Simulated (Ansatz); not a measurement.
F2HO2V (`[O]=[V]([OH])([F])[F]`). Charge 0, multiplicity 1.

```xyz
6

O    -0.962   -0.334    1.248
V     0.004    0.330    0.240
O     0.298   -0.794   -1.056
F    -0.724    1.763   -0.380
F     1.485    0.704    1.038
H    -0.101   -1.669   -1.090
```

What are the harmonic wavenumbers in cm⁻¹ at PBE0-D4/def2-TZVP (Ansatz, finite differences of forces, unscaled)? (Estimate.)

The calculation gave: 211, 223, 264, 294, 311, 443, 669, 745, 813, 840, 1163, 3872.

Is this a minimum?

Yes, all 12 modes are real.

Give the ideal-gas thermochemistry at 298.15 K and 1 bar (rigid rotor, harmonic oscillator; point group Cs, symmetry number 1).

Zero-point energy 58.9 kJ/mol; H(298) − E = 76.8 kJ/mol; entropy 321.5 J/(mol·K), of which translation 168.8, rotation 109.8, vibration 42.9; G(298) − E = -19.1 kJ/mol.

And at 400, 500, 600, 800 and 1000 K?


```json
{"T (K)": "400", "H − E (kJ/mol)": "86.3", "S (J/mol/K)": "349.1", "G − E (kJ/mol)": "-53.3"}
{"T (K)": "500", "H − E (kJ/mol)": "96.6", "S (J/mol/K)": "372.0", "G − E (kJ/mol)": "-89.4"}
{"T (K)": "600", "H − E (kJ/mol)": "107.5", "S (J/mol/K)": "391.8", "G − E (kJ/mol)": "-127.6"}
{"T (K)": "800", "H − E (kJ/mol)": "130.3", "S (J/mol/K)": "424.6", "G − E (kJ/mol)": "-209.4"}
{"T (K)": "1000", "H − E (kJ/mol)": "154.0", "S (J/mol/K)": "451.0", "G − E (kJ/mol)": "-297.0"}
```
